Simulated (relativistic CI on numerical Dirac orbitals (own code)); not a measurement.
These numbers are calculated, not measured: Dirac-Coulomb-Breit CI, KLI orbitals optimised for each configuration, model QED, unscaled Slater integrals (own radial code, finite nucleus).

The strongest absorption lines from the ground level of an ion, among the configurations computed and to levels below about 1220 eV (vacuum wavelength in nm, gf): 1.2219 (0.36), 1.2932 (0.86), 1.5080 (6.1), 1.5406 (0.54), 1.5526 (0.46), 1.9590 (0.055), 1.9943 (0.38), 2.0108 (0.055).

(1) Which ion is it?
A. I²⁵⁺
B. I²⁷⁺
C. In²¹⁺
D. I²³⁺

Answers

(1) A. I²⁵⁺ has 28 electrons and the ground level 3s²3p⁶3d¹⁰ ¹S0; the strongest line goes to 3s²3p⁶3d⁹4f ¹P°1. The pattern of lines fixes the number of electrons, and along that sequence the line energies rise steadily with the charge (about as its square where n changes within one kind of shell, about linearly where n is kept but much faster in heavy ions where fine structure, which grows about as Z⁴, sets the gap, and irregularly where shells cross), which fixes Z. Configurations outside the model, such as inner-shell arrays, can give stronger lines. At this charge energies of transitions that change n are usually good to better than 1 %, and those within a shell (Δn = 0) to a few per cent.

LS names give the leading component of a level, which can be under half, so a name can repeat, a term be missing and a line seem to break the LS rules.
